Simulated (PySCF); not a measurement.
Cartesian coordinates (Å):
```xyz
10

Y     -0.0993    -0.0534     0.0290
N     -0.8998    -0.2928    -1.9653
H     -1.6724     0.2354    -2.3920
H     -0.6017    -0.9568    -2.6916
N      1.5443    -1.2924     0.6898
H      2.0218    -2.0301     0.1555
H      2.0176    -1.2792     1.6026
N     -0.9380     1.4232     1.3673
H     -0.6352     1.6254     2.3293
H     -1.7105     2.0784     1.1909
```
Charge 0, multiplicity 1.

Question: Give the LUMO, HOMO–LUMO gap, total energy, charge on the central atom (Mulliken) and dipole moment at the level TPSSh-D3(BJ)/def2-TZVP // TPSS-D3(BJ)/def2-SVP (PySCF).

Answer: 
The LUMO comes out as -1.34 eV and the HOMO–LUMO gap is 4.18 eV. The total energy is -206.3721 Ha. The charge on the central atom (Mulliken) comes out as 1.44 e and the dipole moment is 0.00 D.
